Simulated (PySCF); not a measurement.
ClOV, neutral, multiplicity 3. Atoms are numbered in the order given.

```xyz
3

V      0.2624    -0.5521     0.0000
O     -0.4616    -1.9608     0.0000
Cl    -0.1378     1.6696     0.0000
```
Charge 0, spin multiplicity 3.

The structure is a stationary point at B3LYP-D3(BJ)/def2-TZVP. The multiplicity is an assumed one; other spin states were not compared.

Level of theory: TDA-CAM-B3LYP/def2-SVPD (PySCF 2.14.0).

Vertical excitations. 

| state | energy (eV) | λ (nm) | f | main pairs |
|---|---|---|---|---|
| root 1 | 0.80 | 1555 | 0.000 | α HOMO→LUMO 81 % |
| root 2 | 0.80 | 1553 | 0.001 | α HOMO−1→LUMO 80 % |
| root 3 | 1.37 | 906 | 0.001 | α HOMO→LUMO+1 71 %, α HOMO−1→LUMO+2 12 % |
| root 4 | 1.38 | 898 | 0.001 | α HOMO−1→LUMO+1 68 %, α HOMO→LUMO+2 15 % |
| root 5 | 1.97 | 630 | 0.000 | α HOMO−1→LUMO+2 76 %, α HOMO→LUMO+1 15 % |
| root 6 | 2.02 | 615 | 0.002 | α HOMO→LUMO+2 73 %, α HOMO−1→LUMO+1 17 % |
| root 7 | 3.95 | 314 | 0.005 | α HOMO−2→LUMO 46 %, α HOMO−4→LUMO 28 %, α HOMO−7→LUMO 10 % |
| root 8 | 4.16 | 298 | 0.006 | α HOMO−5→LUMO 51 %, α HOMO−3→LUMO 37 % |
| root 9 | 4.21 | 295 | 0.004 | α HOMO−6→LUMO 43 %, α HOMO−4→LUMO 29 %, α HOMO−2→LUMO 17 % |
| root 10 | 4.66 | 266 | 0.007 | α HOMO−3→LUMO 42 %, α HOMO−5→LUMO 30 %, α HOMO−1→LUMO+3 11 % |
Unrestricted roots are not spin-pure.
